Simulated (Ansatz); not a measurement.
Relaxation of CH₅BF₂Si (10 atoms, charge 0, multiplicity 1), to a largest force component of 0.015 eV/Å in at most 40 steps.

Method: Ansatz 0.2.0, RKS r2SCAN-D4/def2-SVP.

```xyz
10
Properties=species:S:1:pos:R:3:forces:R:3
F 1.713 -1.583 -0.646 -4.93 0.25 -0.06
B 0.227 -1.362 -0.683 1.62 -2.57 -0.70
F -0.667 -2.510 -0.801 3.09 3.20 0.52
C -0.318 0.112 -0.665 -2.55 -1.89 -0.37
Si 0.052 0.953 0.921 0.77 0.20 0.95
H -1.497 0.053 -0.747 2.05 0.11 0.07
H 0.034 0.688 -1.512 0.41 0.31 -0.50
H -0.548 2.275 0.996 -0.36 0.70 -0.09
H 1.519 1.108 1.155 0.00 -0.06 -0.07
H -0.512 0.160 2.031 -0.11 -0.26 0.25
```

**Question.** Where does it end, and by what steps?

**Answer.** The forces met the threshold. After 11 steps the energy has fallen by 1.086 eV; F3 moved furthest, 0.50 Å.

```
step  energy less start (eV)  largest force component (eV/Å)  accepted
   0                  0.0000                           4.925       yes
   1                 -0.5646                           3.100       yes
   2                 -0.8086                           3.138       yes
   3                 -1.0568                           0.327       yes
   4                 -1.0083                           0.832        no
   5                 -1.0790                           0.110       yes
   6                 -1.0834                           0.042       yes
   7                 -1.0850                           0.044       yes
   8                 -1.0852                           0.178       yes
   9                 -1.0859                           0.085       yes
  10                 -1.0863                           0.033       yes
  11                 -1.0864                           0.003       yes
```

```xyz
10
Properties=species:S:1:pos:R:3
F 1.509 -1.605 -1.081
B 0.255 -1.354 -0.725
F -0.467 -2.403 -0.352
C -0.316 0.087 -0.700
Si 0.002 0.924 0.970
H -1.407 0.083 -0.857
H 0.161 0.715 -1.470
H -0.572 2.302 0.971
H 1.471 1.010 1.226
H -0.631 0.134 2.068
```

The run took 42 s on 2 threads of Arm Neoverse V2 (shared host), peak memory 0.17 GiB.
